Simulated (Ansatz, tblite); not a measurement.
Removing and adding an electron: dimethylphenylsulfonium iodide, `C[S+](C)c1ccccc1.[I-]`. Charge 0, multiplicity 1. Geometry: PBE0-D4/def2-SVP. Ansatz, gas phase; energy differences of separate SCF runs; the oxidised species was run as a doublet alone; the reduced species was run as a doublet alone.

In the def2 sets I takes a core potential; there is no spin–orbit coupling. The xTB rows come from tblite.

```tsv
level	−HOMO (eV)	vertical IE (eV)	−LUMO (eV)	vertical EA (eV)	HOMO–LUMO gap (eV)	IE − EA (eV)	remarks
GFN1-xTB	8.13	11.52	7.92	5.42	0.21	6.09	–
GFN2-xTB	8.37	11.69	7.78	5.33	0.60	6.35	–
PBE-D4/def2-TZVP	4.21	7.14	2.76	0.54	1.45	6.60	HOMO above zero (-1 doublet)
```

Task: Estimate the rows for PBE0-D4/def2-TZVP, ωB97X-V/def2-TZVP.

Result: 
```
            level  −HOMO (eV)  vertical IE (eV)  −LUMO (eV)  vertical EA (eV)  HOMO–LUMO gap (eV)  IE − EA (eV)                       remarks
PBE0-D4/def2-TZVP        5.17              7.11        1.94              0.48                3.23          6.63  HOMO above zero (-1 doublet)
ωB97X-V/def2-TZVP        7.25              7.03       -0.06              0.34                7.31          6.69                             –
```

Relaxing the reduced species (PBE0-D4/def2-SVP) changes its energy by -0.61 eV at PBE0-D4/def2-TZVP, so the adiabatic electron affinity to this nearest minimum is 1.09 eV. On the way the bond S2–I21 breaks. At PBE-D4/def2-TZVP it is 1.12 eV.     A HOMO above zero means that the electron is unbound at that level or that self-interaction error raises the level; the energy of removing that electron tells which. Raw xTB energy differences between charge states are shifted by several eV; the methods need an empirical correction for them. Sets without diffuse functions give affinities that are too small.
